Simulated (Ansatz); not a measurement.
A trace of molecular dynamics of a periodic cell of 40 atoms, H3CCl (contents 8 CH3Cl, density as packed 0.91 g/cm³ with natural masses).

Method: Ansatz, DFT PBE-D3(BJ), scalar-relativistic, plane waves, PAW. Settings: cutoff 420 eV, k mesh 1x1x1, fermi-dirac smearing 0.05 eV, no spin polarisation.

```json
{
 "ensemble": "NVE (velocity Verlet)",
 "starting velocities drawn for": "250 K",
 "seed": "482448"
}
```

```
time (fs)  T (K)  potential energy less start (eV)  conserved less start (meV/atom)
      0.0    250                             0.000                             0.00
      9.8    239                             0.055                             0.00
     19.5    257                            -0.033                             0.03
     29.2    286                            -0.180                             0.03
     39.0    229                             0.111                             0.07
     48.8    279                            -0.144                             0.01
     58.5    255                            -0.025                             0.02
     68.2    269                            -0.096                             0.03
     78.0    264                            -0.066                             0.05
     87.8    232                             0.096                             0.06
     97.5    295                            -0.225                             0.00
    107.2    250                            -0.002                             0.00
    117.0    252                            -0.009                             0.03
    126.8    224                             0.134                             0.08
    136.5    215                             0.178                             0.05
    146.2    262                            -0.061                             0.02
    156.0    228                             0.112                             0.03
    165.8    235                             0.078                             0.02
    175.5    228                             0.112                             0.06
    185.2    235                             0.079                             0.04
    195.0    262                            -0.060                             0.03
    204.8    225                             0.129                             0.05
    214.5    242                             0.040                             0.02
    224.2    255                            -0.025                             0.00
    234.0    250                             0.004                             0.05
    243.8    245                             0.029                             0.08
```

Problem. Can this run be trusted? Judge the integration.

Solution. The conserved energy stayed within 0.1 meV per atom of its start (net change 0.019 meV per atom), so the integration is sound. A run of 0.25 ps of so small a system gives no equilibrium averages. Limits of this set-up: coarse k mesh. The time step was 0.75 fs.

Time of the run: 17 min on 1 thread of Arm Neoverse V2, with other jobs on the host, peak memory 0.6 GiB.
